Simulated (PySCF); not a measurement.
C₂H₅Si, SMILES [CH2][Si]C (connectivity only; charge and spin as stated), neutral, multiplicity 2.

Geometry: ωB97X-D3(BJ)/def2-TZVP. The isomer is the one that the SMILES or the coordinates give; other isomers of the formula were not compared.

Calculation: ωB97X-D3(BJ)/def2-TZVP (PySCF).

Frequencies are harmonic and unscaled.

```tsv
mode	ν (cm⁻¹)	IR (km/mol)	moving atoms (share of kinetic energy)
1	99	0.0	H 85 %
2	222	3.9	H 39 %, C 35 %, Si 25 %
3	352	2.3	H 92 %
4	626	1.4	H 73 %, C 25 %
5	676	16.5	C 51 %, H 27 %, Si 22 %
6	677	55.6	H 82 %, C 18 %
7	801	6.6	H 81 %, C 17 %
8	821	46.2	H 66 %, C 25 %, Si 9 %
9	1018	28.8	C 45 %, Si 37 %, H 19 %
10	1269	5.8	H 81 %, C 19 %
11	1380	10.3	H 82 %, C 18 %
12	1444	10.4	H 95 %
13	1464	9.5	H 96 %
14	3063	2.5	H 97 %
15	3153	0.9	H 91 %, C 9 %
16	3154	1.8	H 94 %
17	3160	1.8	H 91 %, C 9 %
18	3259	0.2	H 90 %, C 10 %
```
